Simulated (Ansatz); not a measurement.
Isolated molecules relaxed with PBE0-D4/def2-TZVP in Ansatz; ΔE leaves out vibrations. CCSD(T)/CBS is the MP2 limit (def2-TZVPP, def2-QZVPP) plus CCSD(T) − MP2 in def2-TZVPP, frozen cores. DFT in def2-TZVPP. For Ge outer-core shells are correlated without core-valence functions, which leaves a few kJ/mol of doubt a bond. Scalar relativity is left out up to krypton. Each species was taken in one conformer, which may not be the lowest.

Reaction (formal exchange of groups at a Ge–C bond): `C[O][GeH2][C]#N` + `BCC1CO1` → `[BH2][GeH2][O]C` + `N#CCC1CO1`

```
         level  ΔE (kJ/mol)
        B2PLYP         47.1
MP2/def2-QZVPP         51.8
```

Question: What does CCSD(T)/CBS give? (An estimate is asked.)

Answer: Computed: +45.9 kJ/mol. The listed levels differ from it by 1.2, 5.9 kJ/mol.

Largest T1 diagnostic among the species: 0.013.
